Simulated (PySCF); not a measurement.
Structure from NMR data

The spectra below were simulated for a compound C5H11NO.

1H NMR (600 MHz, computed): δ 4.91 (d, 1H), 4.53 (d, 1H), 3.60 (s, 3H), 2.75 (s, 6H).

13C{1H} NMR (computed): δ 129.8 (CH), 123.9 (CH), 60.3 (CH3), 44.4 (CH3).

- shieldings: GIAO PBE0/pcSseg-1
- GFN2-xTB structure
- program: PySCF 2.14
- isolated molecule, non-relativistic Hamiltonian, single conformer, equivalent nuclei averaged

Shifts are taken against calculated references (same method and geometry level): TMS for 1H (31.72 ppm), 13C (186.93 ppm).

Which candidate is it?
A. CC(=O)NC(C)C
B. CC(C)(C)C(N)=O
C. CO/C=C\N(C)C
D. CC(C)(C)NC=O
E. CO[C@H]1C[C@@H](N)C1

Answers

C. 

1. The formula gives 1 degree of unsaturation (no ring in the answer).
2. 4 carbon signals for 5 carbons: some carbons are equivalent by symmetry or fast rotation.
3. Carbon types of the structure: 2 × CH, 3 × CH3, which accounts for all hydrogens.
4. δC 129.8: alkene carbon bearing oxygen; the olefinic region.
5. δC 123.9: alkene carbon bearing nitrogen; the olefinic region.
6. δC 60.3: methyl carbon bonded to O; the inductive effect lowers its shielding.
7. δH 4.53: hydrogen on an alkene carbon bearing nitrogen; attached to an sp2 carbon and in the plane of the double bond.
8. δH 2.75: hydrogen on a methyl carbon bonded to N; its carbon carries N, an electronegative neighbour.

The others: CC(C)(C)NC=O would give 3 carbon signals, not 4; CO[C@H]1C[C@@H](N)C1 would give 5 signals for carbon-bound and other non-exchanging H, not 4; CC(=O)NC(C)C would give 3 signals for carbon-bound and other non-exchanging H, not 4; CC(C)(C)C(N)=O would give 3 carbon signals, not 4.

Shifts are as computed. Against solution values, carbons near 30 ppm lie about +3 ppm off and those near 130 ppm about +5 ppm (rms about the fit 2.1 ppm; single classes can miss by 10 ppm). Of 1328 compounds with measured shifts, 309 miss one by over three times the rms of a fit or turn the order of signals round; such compounds aren't used in these exercises. Signals without a measured value on file couldn't be tested in this way; 1H shifts scatter by 0.2 ppm about their fit, and single ones miss by 0.5 ppm. No couplings were computed; multiplicities are counted from neighbouring protons, with m where these are inequivalent, close in shift, in a saturated or five-membered ring or joined by F or P, and br s for small geminal =CH2 splittings.
